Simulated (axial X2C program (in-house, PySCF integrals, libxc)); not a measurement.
# Working with the constants of HBr⁺

A bond curve at the CCSD(T) level, with spin–orbit coupling, was computed with an in-house relativistic program for diatomic molecules (basis Br dyall-cv3z [8s9p6d4f1g], H dyall-v3z [6s2p1d] (cores contracted in-house)) for the state Ω = 3/2 (⟨Sz⟩ = 0.50, ⟨Lz⟩ = 1.00 at HF). Its fit gives Re = 1.4499 Å, ωe = 2447.4 cm⁻¹, ωexe = 45.8 cm⁻¹ and αe = 2.409e-01 cm⁻¹; the masses are 78.9183 and 1.0078 u. Two-component means X2C with spin–orbit coupling and atomic mean-field Coulomb and Gaunt terms.

Correlated methods: 7 electrons correlated (number of frozen shells: Br 3 s, 2 p, 1 d; H none), 145 virtual spin orbitals or spinors in MP2, 70 natural virtuals in coupled cluster.

Find the reduced mass, Be and the force constant.

From the CCSD(T) values: μ = 0.9951 u. Be = 16.8576/(μ Re²) = 8.059 cm⁻¹. k = 5.8918×10⁻⁷ μ ωe² = 3.51 mdyn/Å.

Estimate De from a Morse curve and compare with the computed well depth of 3.892 eV to Br+ + H.

De(Morse) = ωe²/(4ωexe) = 4.054 eV against 3.892 eV computed, a ratio of 1.04. For De the Morse form works well here.

Where do the fundamental and the first overtone lie?

ν(1←0) = ωe − 2ωexe = 2355.8 cm⁻¹; ν(2←0) = 2ωe − 6ωexe = 4620.0 cm⁻¹.

A Morse curve ties αe to the other constants (Pekeris). How well does that hold?

αe(Morse) = 6Be²/ωe × (√(ωexe/Be) − 1) = 2.203e-01 cm⁻¹; the CCSD(T) curve gives 2.409e-01 cm⁻¹, a ratio of 0.91.

Estimate the centrifugal constant by the Kratzer relation.

D = 4Be³/ωe² = 3.49e-04 cm⁻¹.

Occupations by symmetry block were frozen at the best pattern of an incomplete PBE0 search. De is counted from the lowest determinant-based energies of the atoms at the same level, without counterpoise correction. Coupled cluster ran in a truncated set of natural virtual spinors; the MP2 energy of the rest was added. (T) has no such correction and the atoms are truncated less, which lowers De at CCSD(T) by a hundredth of an eV or more.
